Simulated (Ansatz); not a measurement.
`[OH][Ta]([OH])([OH])([OH])[Cl]` from Hartree–Fock to CCSD(T)

| atom | x (Å) | y (Å) | z (Å) |
| --- | --- | --- | --- |
| O1 | 0.4744 | -0.8362 | -1.6339 |
| Ta2 | -0.0283 | 0.1045 | -0.0604 |
| O3 | -0.4647 | 1.6700 | -0.9596 |
| O4 | 1.3164 | 0.9172 | 1.0096 |
| O5 | -1.7706 | -0.1429 | 0.6588 |
| Cl6 | 0.5448 | -1.9601 | 1.1265 |
| H7 | 0.7821 | -1.7448 | -1.5976 |
| H8 | -0.6940 | 2.4731 | -1.4186 |
| H9 | 1.8177 | 0.4115 | 1.6535 |
| H10 | -1.9777 | -0.8924 | 1.2218 |

Charge 0, multiplicity 1. Correlated methods include outer-core shells of Ta, which these sets cover unevenly. Ta takes the def2 core potential. The geometry is a stationary point of PBE0-D4/def2-TZVP. It is one conformer, not always the lowest. Frozen core, restricted reference, the Gaussian-basis code of Ansatz.

| basis | HF (Eh) | MP2 corr. |
| --- | --- | --- |
| def2-SVP | -817.54967 | -1.18293 |
| def2-TZVPP | -818.12216 | -1.56843 |
| def2-QZVPP | -818.14973 | -1.71850 |

Estimate the CCSD correlation energy and the (T) correction in each basis where they were run (hartree).


| basis | CCSD corr. | (T) |
| --- | --- | --- |
| def2-SVP | -1.18992 | -0.03671 |
| def2-TZVPP | -1.56613 | -0.06806 |
